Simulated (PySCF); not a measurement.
# Computed properties of TeF2, SMILES F[Te]F

TeF₂, SMILES F[Te]F. The structure is a stationary point at B3LYP-D3(BJ)/def2-TZVP. The def2 effective core potentials stand for the cores of Te; spin–orbit coupling is left out. Other conformers were not sampled. All values are computed for the isolated molecule unless a solvent is named; none is compared with measurement here.

**Structure.** The optimised structure has C2v symmetry. All 3 harmonic modes at B3LYP-D3(BJ)/def2-TZVP (PySCF) are real, so it is a minimum. With heavy atoms numbered as in [Te:1]([F:2])[F:3], the shortest bond between them is Te1–F3 at 1.907 Å and the longest Te1–F2 at 1.907 Å.

**Vibrations.** The strongest infrared lines (harmonic, unscaled, degenerate partners summed) lie at 615 cm⁻¹ (90 km/mol, F 86 %, Te 14 %), 633 cm⁻¹ (58 km/mol, F 87 %, Te 13 %), 203 cm⁻¹ (6 km/mol, F 90 %, Te 10 %). The softest mode is at 203 cm⁻¹ and the zero-point energy is 2.1 kcal/mol.

**Electronic structure.** B3LYP/def2-TZVPD (PySCF) places the frontier levels at -6.60 and -3.16 eV, a gap of 3.44 eV, and gives a dipole moment of 2.84 D and a mean polarisability of 39.6 bohr³.

**Excitations.** TDDFT-M06-2X/def2-SVPD (PySCF) has S1 at 2.34 eV (529 nm, f = 0.000, dark); the most intense of the 10 singlets computed lies at 6.10 eV (f = 0.15). T1 (TDA) is at 1.61 eV.
